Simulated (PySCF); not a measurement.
Z-matrix (Å, degrees):
```
Hf
F 1 1.9153
F 1 1.9153 2 109.47
F 1 1.9153 2 109.47 3 120.00
F 1 1.9153 2 109.47 3 -120.00
```
Charge 0, multiplicity 1.

**Question.** Predict the HOMO, HOMO–LUMO gap, dipole moment, LUMO, total energy and charge on the central atom (Mulliken) from TPSSh-D3(BJ)/def2-TZVP // PBE-D3(BJ)/def2-SVP in PySCF.

**Answer.** 
The HOMO is -11.01 eV and the HOMO–LUMO gap is 9.80 eV. The dipole moment comes out as 0.00 D. The LUMO is -1.21 eV, the total energy is -447.9053 Ha and the charge on the central atom (Mulliken) is 1.70 e.
